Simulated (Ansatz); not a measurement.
Two structures of GaH$_{5}$O$_{3}$, closed shell, reached by relaxing down either side of one saddle point (PBE0-D4/def2-TZVP). Energies are electronic, without zero-point energy. Program: Ansatz 0.2.0. Basis: def2-TZVPP and def2-QZVPP. Cores are frozen in the correlated methods. Filled d shells of the heavier atoms are correlated. The def2 sets are not built for correlating such inner shells, so the correlated values are less sure here. Extrapolation: Hartree–Fock as exp(−7.88 √X), correlation as X^−2.97. First:

```
9
angstrom
Ga -0.2311 0.4057 0.4925
H -1.2111 1.6096 0.3618
O -0.8305 -1.3190 0.4519
O 1.3697 0.4671 1.3035
H -0.4240 0.3599 -2.2170
O 0.1736 -0.0420 -1.5786
H -0.3618 -1.8883 1.0654
H 1.6737 1.3500 1.5177
H -0.1585 -0.9431 -1.3973
```

Second:

```
atom    x (Å)    y (Å)    z (Å)
 Ga1   0.3928  -0.4094   0.1248
  H2  -1.5816   1.5366  -0.1069
  O3  -0.7949  -1.6159   0.6585
  O4   1.1907   0.6312   1.3212
  H5  -1.3189   1.4846  -0.8065
  O6   0.8296  -0.2957  -1.5933
  H7  -0.9278  -1.6198   1.6091
  H8   1.8312   1.2316   0.9333
  H9   0.3788  -0.9432  -2.1402
```

(1) Which bonds change from the first to the second?

(2) Give the saddle point's structure and its height above each. (An estimate is asked for; the value comes from the calculation.)

T1 diagnostic: at most 0.015.

## Answers

(1) GaH₃O₂ ([OH][GaH][OH]) + H₂O → GaH₃O₃ ([OH][Ga]([OH])[OH]) + H₂; bonds formed: H2–H5; dative contacts that become bonds: Ga1–O6; bonds broken: Ga1–H2, H5–O6.

(2) By the calculation: 1.412 eV above the first and 1.146 eV above the second (CCSD(T) at an estimated basis limit (MP2 extrapolated from triple and quadruple zeta, plus CCSD(T) − MP2 in triple zeta)).
```xyz
9
angstrom
Ga 0.0167 -0.0497 0.3317
H -1.1053 1.2285 -0.3487
O -0.8892 -1.5306 0.7204
O 1.2577 0.6037 1.4254
H -0.6328 0.8421 -1.1502
O 0.3196 0.0798 -1.5723
H -0.7396 -1.8481 1.6132
H 1.7322 1.3578 1.0706
H 0.0407 -0.6837 -2.0898
```

The step is the kind of ligand exchange by which a precursor binds to a hydroxyl group, or is hydrolysed, in atomic layer deposition of oxides.

Labels in which every atom is bracketed show which atoms are joined, not bond orders.

For scale, one of the runs: CCSD(T)/def2-TZVPP, 211 basis functions, launched by `ansatz run in.yaml --threads 4 --pin off --events-out ev --progress --plain --max-ram 9574MiB`. Time: 2.4 min of wall clock on 4 CPU threads of an Intel Xeon; the host was shared. Peak host memory: 3.2 GiB.
